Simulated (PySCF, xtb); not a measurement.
H₉Si₄, SMILES [SiH3][SiH]([SiH2])[SiH3] (connectivity only; charge and spin as stated), charge +1, multiplicity 1.

GFN2-xTB run with xtb at its own geometry gives an orbital gap of 1.50 eV.

Geometry: B3LYP-D3(BJ)/def2-SVP. The multiplicity is an assumed one; no other spin state was optimised. The isomer is the one that the SMILES or the coordinates give; other isomers of the formula were not compared.

What does HF/def2-TZVP (PySCF) give? (Estimate from the structure and the level; the computed values follow.)

gap 9.17 eV (levels -14.58 and -5.41 eV).
